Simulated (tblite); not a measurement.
C5H12ClSi (doublet state).
SMILES with atom numbers: `[CH3:1][SiH:2][C@@H:3]([CH3:4])[CH2:5][CH2:6][Cl:7]` (hydrogens: H8, H9, H10 on C1; H11 on Si2; H12 on C3; H13, H14, H15 on C4; H16, H17 on C5; H18, H19 on C6)

Structure used (GFN2-xTB), in Å, numbered top down from 1:
```xyz
19
C5H12ClSi angstrom
C      2.3797    1.4824    0.4177
Si     0.5318    1.1318    0.7057
C     -0.0471   -0.3056   -0.4282
C      0.8884   -1.5046   -0.2627
C     -1.4826   -0.7491   -0.1515
C     -2.5249    0.3164   -0.4399
Cl    -2.5695    1.5512    0.8443
H      2.6772    2.4098    0.8961
H      2.6158    1.5665   -0.6391
H      2.9971    0.6890    0.8345
H      0.2787    0.7959    2.1124
H      0.0036    0.0100   -1.4768
H      0.8787   -1.8620    0.7654
H      0.5818   -2.3283   -0.9085
H      1.9095   -1.2365   -0.5223
H     -1.5764   -1.0749    0.8867
H     -1.7178   -1.6107   -0.7865
H     -2.3078    0.8402   -1.3708
H     -3.5260   -0.1122   -0.4840
```

Computed with GFN2-xTB (tblite): harmonic, unscaled wavenumbers at the GFN2-xTB geometry, gas phase. Against measured fundamentals such values can be off by several per cent, at times by over 20. Modes of hydrogen on silicon can be 10 to 20 % off. One conformer, not necessarily the lowest. Open shells enter through the occupations alone, without spin polarisation, and single modes of such species can be off by tens of per cent.

Harmonic wavenumbers (cm⁻¹): 41.5, 76.6, 102.2, 120.9, 148.2, 198.6, 234.9, 253.4, 303.8, 349.8, 470.5, 509.4, 618.9, 646.9, 681.3, 749.4, 823.6, 834.0, 858.1, 936.3, 956.9, 1026.1, 1063.9, 1091.4, 1099.0, 1164.9, 1202.4, 1262.9, 1288.5, 1306.4, 1350.0, 1367.3, 1419.5, 1438.1, 1481.7, 1488.8, 1497.3, 1510.8, 1517.0, 2207.4, 2913.6, 2927.2, 2975.2, 2983.9, 2986.3, 2989.5, 2996.9, 3020.8, 3037.2, 3039.3, 3051.9.

A = 2416, B = 1128, C = 821.0 MHz; mass 135.040 u (most abundant isotopes); point group C1, symmetry number 1; spin multiplicity 2.

Problem. What is the zero-point energy?

Solution. Half the sum of the wavenumbers: 34310 cm⁻¹ = 410.44 kJ/mol.

Problem. What is S at 298.15 K and 1 bar for an ideal gas of classical rigid rotors and harmonic oscillators?

Solution. Translation 170.04, rotation 122.81, vibration 128.53, spin (R ln 2) 5.76: S = 427.1 J/(mol K).

Problem. And Cp and H(298.15 K) − H(0)?

Solution. Cp = 158.89 J/(mol K), of which vibrations give 125.63 (their classical limit is 51 R = 424.0); H(298.15 K) − H(0) = 29.70 kJ/mol without the zero-point energy, 19.78 from vibrations.

Problem. Which modes carry the vibrational entropy at 298.15 K?

Solution. 41.5 cm⁻¹: 21.70; 76.6 cm⁻¹: 16.64; 102.2 cm⁻¹: 14.28; 120.9 cm⁻¹: 12.91; 148.2 cm⁻¹: 11.28; 198.6 cm⁻¹: 8.98 J/(mol K); the other 45 give 42.76 together.

Problem. Blend soft modes into free rotors: weight 1/[1 + (100 cm⁻¹/ν̃)⁴] for the oscillator and the rest for a rotor with moment μB/(μ + B), μ = h/(8π²ν), B = 10⁻⁴⁴ kg m². What vibrational entropy results?

Solution. 118.16 J/(mol K) in place of 128.53, which changes −T·S at 298.15 K by +3.09 kJ/mol.

Problem. What must be added to the electronic energy to get the Gibbs energy at 298.15 K and 1 bar?

Solution. ZPE + [H(298.15 K) − H(0)] − T·S = 410.44 + 29.70 − 127.35 = 312.79 kJ/mol.

Hindered rotation and anharmonicity are outside this model. Other conformers, if any are populated, would add a mixing term that is left out. The structure is chiral; the term R ln 2 for an equal mix with its mirror image is left out.
